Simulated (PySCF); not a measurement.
Isomers of C8H7N3, one GFN2-xTB conformer each. Single-point energies are computed at PBE0/pcSseg-1 (PySCF, gas phase, no added dispersion term), electronic only.

```
                SMILES  GFN2-xTB relative energy (kJ/mol)
     C#Cc1nn(CC)nc1C#C                                0.0
CC1(C(C#N)(C#N)C#N)CC1                                6.0
```

Conformers: `[CH:1]#[C:2][c:3]1[n:4][n:5]([CH2:6][CH3:7])[n:8][c:9]1[C:10]#[CH:11]` with N4–N5–C6–C7 -89°; `[CH3:1][C:2]1([C:3]([C:4]#[N:5])([C:6]#[N:7])[C:8]#[N:9])[CH2:10][CH2:11]1` with C1–C2–C3–C4 60°.

Q: What does PBE0/pcSseg-1 give for the same structures?

A: 
| SMILES | PBE0/pcSseg-1 E (Eh) | PBE0/pcSseg-1 (kJ/mol) | GFN2-xTB (kJ/mol) | point group |
| --- | --- | --- | --- | --- |
| CC1(C(C#N)(C#N)C#N)CC1 | -472.59426 | 0.0 | 6.0 | Cs |
| C#Cc1nn(CC)nc1C#C | -472.54153 | 138.4 | 0.0 | Cs |

GFN2-xTB puts C#Cc1nn(CC)nc1C#C lowest instead. As drawn, the lower has a three-membered ring, a C≡N group and a quaternary carbon, which the higher lacks; the higher has an aromatic ring, a C≡C bond and an N–N linkage, which the lower lacks.

Q: Which frontier levels, dipoles and rotational constants go with these structures?

A: 
```json
{"SMILES": "CC1(C(C#N)(C#N)C#N)CC1", "HOMO (eV, PBE0/pcSseg-1)": "-9.41", "LUMO (eV)": "-1.09", "dipole (D)": "4.69", "A, B, C (MHz)": "1258, 1112, 1028"}
{"SMILES": "C#Cc1nn(CC)nc1C#C", "HOMO (eV, PBE0/pcSseg-1)": "-6.97", "LUMO (eV)": "-0.87", "dipole (D)": "1.11", "A, B, C (MHz)": "1830, 804.9, 590.2"}
```
